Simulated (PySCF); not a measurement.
Point-charge models of `CC(C)CC(=O)O[SiH3]` against its computed dipole.

Coordinates (PBE0-D3(BJ)/def2-SVP, Å) and charges (e) from the PBE0/pcSseg-1 density (PySCF):

| atom | x | y | z | Mulliken | IAO | Hirshfeld | ESP-fitted |
| --- | --- | --- | --- | --- | --- | --- | --- |
| C1 | -2.586 | 0.919 | -0.422 | -0.2182 | -0.4074 | -0.1135 | -0.5606 |
| C2 | -1.436 | 0.123 | 0.183 | -0.3730 | -0.0898 | -0.0191 | +0.6403 |
| C3 | -1.589 | -1.370 | -0.090 | -0.2341 | -0.4114 | -0.1184 | -0.5885 |
| C4 | -0.099 | 0.645 | -0.329 | -0.1999 | -0.3018 | -0.0723 | -0.7130 |
| C5 | 1.097 | 0.126 | 0.418 | +0.5071 | +0.5289 | +0.2228 | +0.9177 |
| O6 | 1.067 | -0.428 | 1.491 | -0.4185 | -0.4601 | -0.2349 | -0.5673 |
| O7 | 2.254 | 0.359 | -0.213 | -0.5956 | -0.5800 | -0.1956 | -0.5104 |
| Si8 | 3.678 | -0.161 | 0.601 | +0.6664 | +0.8143 | +0.3797 | +0.5478 |
| H9 | -2.604 | 0.819 | -1.520 | +0.1055 | +0.1293 | +0.0365 | +0.1373 |
| H10 | -2.505 | 1.992 | -0.186 | +0.1141 | +0.1331 | +0.0390 | +0.1242 |
| H11 | -3.556 | 0.564 | -0.041 | +0.1195 | +0.1387 | +0.0419 | +0.1266 |
| H12 | -1.441 | 0.269 | 1.276 | +0.1372 | +0.1408 | +0.0346 | -0.0521 |
| H13 | -2.543 | -1.748 | 0.308 | +0.1177 | +0.1373 | +0.0413 | +0.1338 |
| H14 | -1.575 | -1.575 | -1.174 | +0.1017 | +0.1255 | +0.0339 | +0.1314 |
| H15 | -0.780 | -1.946 | 0.382 | +0.1348 | +0.1456 | +0.0341 | +0.1453 |
| H16 | -0.048 | 1.746 | -0.250 | +0.1585 | +0.1618 | +0.0542 | +0.1781 |
| H17 | 0.044 | 0.427 | -1.401 | +0.1454 | +0.1545 | +0.0470 | +0.1798 |
| H18 | 3.823 | 0.546 | 1.901 | -0.0822 | -0.1179 | -0.0686 | -0.0885 |
| H19 | 3.673 | -1.638 | 0.767 | -0.0823 | -0.1179 | -0.0684 | -0.0873 |
| H20 | 4.757 | 0.252 | -0.335 | -0.1043 | -0.1235 | -0.0741 | -0.0944 |

Question: Form Σ q r in debye for every column and set it beside the full dipole.

Answer: The full density gives (-0.07, 0.72, -1.17) D, 1.38 D in size; dipole vectors point from the negative to the positive end.

```csv
scheme,μx,μy,μz,size (D),share of the full size (%),angle to the full dipole (°)
Mulliken,-0.73,0.29,-1.18,1.41,103,33
IAO,0.69,0.58,-0.90,1.27,92,36
Hirshfeld,0.11,0.60,-0.87,1.06,77,9
ESP-fitted,-0.06,0.72,-1.18,1.38,100,1
```

Question: Which set comes closest?

Answer: Length of the difference vector: ESP-fitted 0.02 D, Hirshfeld 0.37 D, Mulliken 0.79 D, IAO 0.82 D. Closest: ESP-fitted. The schemes that divide the density aren't constrained to reproduce the dipole.

Question: What is left for the Hirshfeld atoms' own dipoles?

Answer: The shares of the density sum to the whole, so what Σ q r misses lies in dipoles about the nuclei. The atomic dipoles sum to (-0.07, 0.72, -1.17) − (0.11, 0.60, -0.87) = (-0.18, 0.12, -0.30) D, 0.37 D in size.

Question: With the origin at the mean of the coordinates, (-0.018, -0.004, 0.068) Å, which are the largest single terms, by size, of the Hirshfeld dipole along the direction of the full one?

Answer: O6 +1.68, Si8 -1.32, C1 -0.56, H19 +0.54, H18 +0.48 D; all 20 atoms together +1.05 D. The single terms depend on the origin, their sum doesn't.

Question: Give the size of the full dipole in other units.

Answer: 1.38 D = 0.541 au = 0.286 e·Å = 4.59 × 10⁻³⁰ C·m.

The structure is a single PBE0-D3(BJ)/def2-SVP conformer in the gas phase; no vibrational or solvent corrections.

Shape of the structure used: `[CH3:1][CH:2]([CH3:3])[CH2:4][C:5](=[O:6])[O:7][SiH3:8]`: C1–C2–C4–C5 168°, C2–C4–C5–O6 -15°, C4–C5–O7–Si8 178°.
